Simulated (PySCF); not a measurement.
Si(F)2(OMe)(NH2) (CH₅F₂NOSi), SMILES CO[Si](N)(F)F. Atoms are numbered in the order given.

```xyz
11

C     -1.9336    -0.8609    -0.9245
O     -1.2273     0.2292    -0.3646
Si     0.3163     0.1777     0.1662
N      1.3685    -0.4699    -0.9994
F      0.6399     1.6871     0.6271
F      0.4884    -0.7340     1.4866
H     -1.2834    -1.4837    -1.5634
H     -2.3619    -1.5004    -0.1336
H     -2.7587    -0.4674    -1.5373
H      2.2362    -0.9171    -0.7227
H      1.4250    -0.0761    -1.9326
```

Geometry optimised at B3LYP-D3(BJ)/def2-SVP. This is a generated structure with no PubChem entry under its InChIKey; it may be hypothetical. The values are those of a single conformer.

These are PBE/pcSseg-1 (PySCF) values and carry that method's errors.

GIAO shieldings, no solvent; atoms listed in one row are averaged. δ = σ(ref) − σ: ¹³C against TMS (σ = 182.0 ppm); ¹⁷O against H2O (σ = 334.3 ppm); ²⁹Si against TMS (σ = 335.4 ppm); ¹⁵N against NH3 (σ = 267.0 ppm); ¹⁹F against CFCl3 (σ = 133.6 ppm); ¹H against TMS (σ = 31.49 ppm), references at their B3LYP-D3(BJ)/def2-TZVP geometries, non-relativistic.

Computed chemical shifts:
```
nucleus       atoms  count  δ (ppm)
-------  ----------  -----  -------
¹³C              C1      1     57.9
¹⁷O              O2      1     40.7
²⁹Si            Si3      1    -67.6
¹⁵N              N4      1     19.9
¹⁹F              F5      1   -172.9
¹⁹F              F6      1   -188.0
¹H       H7, H8, H9      3     4.16
¹H              H10      1     0.96
¹H              H11      1     0.65
```
